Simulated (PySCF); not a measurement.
C₂H₄BF₃.
Bonds: B1–C2, C2–C3, C3–F4, C3–F5, C3–F6. Hydrogens: H7, H8 on B1; H9, H10 on C2.

Level: PBE0/pcSseg-1 and wB97X-D/def2-SVPD in PySCF, non-relativistic, on one gas-phase PBE0-D3(BJ)/def2-SVP geometry that isn't relaxed in the solvent. The solvent is an IEF-PCM continuum (van der Waals radii × 1.2). The model holds no explicit solvent molecules, cavitation or dispersion.

Gas phase at PBE0/pcSseg-1: HOMO -9.75 eV, LUMO -1.86 eV, dipole 2.21 D.

What does the continuum do to the energy, the frontier levels and the dipole at PBE0/pcSseg-1 in cyclohexane and chloroform?

```
    solvent      ε  E(solvent) − E(gas) (kcal/mol)  polarisation term (kcal/mol)  distortion of the solute (kcal/mol)  HOMO (eV)  LUMO (eV)  dipole (D)
cyclohexane  2.017                           -1.23                         -1.29                                 0.06      -9.63      -1.70        2.37
 chloroform  4.711                           -2.20                         -2.39                                 0.19      -9.55      -1.59        2.51
```

Polarisation term: ½ Σ q·V over the induced surface charges. Distortion: the rise of the solute's own energy as its density leaves the gas-phase optimum. From cyclohexane to chloroform the lowering changes by a factor 1.79, Onsager's factor (ε − 1)/(2ε + 1) by 1.76 and ε itself by 2.3.

Which radius a makes the point-dipole formula ΔE = −[(ε − 1)/(2ε + 1)]·μ²/a³ give the value in chloroform, with the gas-phase dipole?

μ = 0.868 au and |ΔE| = 0.00350 Eh give a = 2.25 Å; the farthest nucleus lies 2.53 Å from the centroid of the nuclei, so such a sphere wouldn't even hold the nuclei. The formula assumes a rigid point dipole at the centre of a sphere.

Which Hirshfeld charges (PBE0/pcSseg-1) respond most in chloroform (means over atoms taken as equivalent)?

```
   atoms                environment  gas (e)  solvent (e)  change
  H9/H10         methylene hydrogen   +0.065       +0.072  +0.007
F4/F5/F6    fluorine of a CF3 group   -0.097       -0.102  -0.005
      C2  sp3 carbon bound to boron   -0.165       -0.163  +0.002
   H7/H8               B–H hydrogen   -0.052       -0.054  -0.002
      B1     three-coordinate boron   +0.174       +0.176  +0.002
      C3                 CF3 carbon   +0.257       +0.256  -0.001
```

How do the nuclear quadrupole coupling constants eQVzz/h respond in chloroform?

| nucleus | Q (barn) | gas (MHz) | solvent (MHz) | η gas | η solvent |
| --- | --- | --- | --- | --- | --- |
| 11B at B1 | 0.04059 | 6.16 | 6.14 | 0.03 | 0.02 |

Gas phase at wB97X-D/def2-SVPD: HOMO -11.73 eV, LUMO 0.10 eV, dipole 2.27 D.

What does the continuum do to the energy, the frontier levels and the dipole at wB97X-D/def2-SVPD in cyclohexane and chloroform?

```json
{"solvent": "cyclohexane", "ε": "2.017", "E(solvent) − E(gas) (kcal/mol)": "-1.25", "polarisation term (kcal/mol)": "-1.32", "distortion of the solute (kcal/mol)": "0.07", "HOMO (eV)": "-11.60", "LUMO (eV)": "0.27", "dipole (D)": "2.47"}
{"solvent": "chloroform", "ε": "4.711", "E(solvent) − E(gas) (kcal/mol)": "-2.24", "polarisation term (kcal/mol)": "-2.47", "distortion of the solute (kcal/mol)": "0.23", "HOMO (eV)": "-11.51", "LUMO (eV)": "0.39", "dipole (D)": "2.63"}
```

How does the static polarisability (wB97X-D/def2-SVPD, frozen core, with the continuum's full static response) change?

```csv
medium,isotropic (au),principal values (au),⟨r²⟩ of the electrons (bohr²)
gas,41.7,"37.0, 41.7, 46.4",507.1
cyclohexane,45.4,"40.4, 45.7, 50.1",507.2
chloroform,48.8,"43.6, 49.5, 53.2",507.2
```

The isotropic value in chloroform is 1.17 times the gas-phase one; no cavity-field correction is applied. ⟨r²⟩ is taken about the centre of nuclear charge.

On one thread, Arm Neoverse V1 (shared host), this took 8.4 s of wall time. This is the whole shielding run at PBE0/pcSseg-1 in chloroform, SCF included.

Conformer computed: `[BH2:1][CH2:2][C:3]([F:4])([F:5])[F:6]`: B1–C2–C3–F4 61°.

Note: wB97X-D ran without an empirical dispersion term, which enters the total energy and its gradient alone.
